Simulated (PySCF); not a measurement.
Constitutional and geometric isomers with formula CH6Si2. Gas-phase values, no solvent. Strings in code marks are SMILES.

These are PySCF 2.14.0 with PBE-D3(BJ)/def2-TZVP // PBE0-D3(BJ)/def2-TZVP values and carry that method's errors. 

| species | HOMO (eV) | dipole moment (D) | LUMO (eV) |
|---|---|---|---|
| `C[SiH]=[SiH2]` | [?] | 1.41 | -2.30 |
| `[SiH3][SiH]=C` | -5.68 | 0.58 | -2.34 |
| `C1[SiH2][SiH2]1` | -5.72 | 0.52 | -0.96 |
| `[SiH2]=C[SiH3]` | [?] | 1.59 | [?] |

**Question.** What belongs in the gaps?

**Answer.** 
- `C[SiH]=[SiH2]`, HOMO (eV): -4.93
- `[SiH2]=C[SiH3]`, HOMO (eV): -5.93
- `[SiH2]=C[SiH3]`, LUMO (eV): -2.45
